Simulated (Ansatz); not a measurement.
Basis sets compared for the cluster Rb4Br3⁺ (the lowest singlet isomer of a short search). Total charge 1; singlet. Geometry PBE-D4/def2-SVP. Ansatz on 4 threads of Arm Neoverse V2 on a shared host; times are rough, and most runs start from earlier orbitals.

```xyz
7

Rb    0.4217   -3.3940   -0.7556
Rb    0.3644    2.0915   -2.7910
Rb    1.8924    1.0456    2.7624
Rb   -2.1533    0.2075    0.6308
Br    0.2401   -1.6854    2.0314
Br   -0.9561   -0.8671   -2.3162
Br    0.1909    2.6020    0.4383
```

In the def2 sets Rb takes a core potential, while STO-3G treats all electrons; there is no spin–orbit coupling. The structure comes from a short search, and lower isomers may exist.

STO-3G and 6-31G are all-electron sets without relativity, so their totals don't compare with the def2 sets.

| level | functions | energy (Eh) | HOMO (eV) | LUMO (eV) | wall time |
| --- | --- | --- | --- | --- | --- |
| HF/STO-3G | 142 | -19265.1300 | -7.72 | 4.89 | 2.2 s |
| PBE-D4/def2-SVP | 192 | -7817.0105 | -8.09 | -4.06 | 4.3 s |
| PBE0-D4/def2-SVP | 192 | -7817.2924 | -9.29 | -3.49 | 6.5 s |

**Question.** Estimate the rows for HF/def2-TZVP, PBE-D4/def2-TZVP (with forces), PBE0-D4/def2-TZVP.

**Answer.** 
```tsv
level	functions	energy (Eh)	HOMO (eV)	LUMO (eV)	wall time
HF/def2-TZVP	276	-7812.7642	-12.12	-2.10	12 s
PBE-D4/def2-TZVP (with forces)	276	-7817.9403	-8.18	-4.04	8.5 s
PBE0-D4/def2-TZVP	276	-7818.2202	-9.37	-3.46	14 s
```
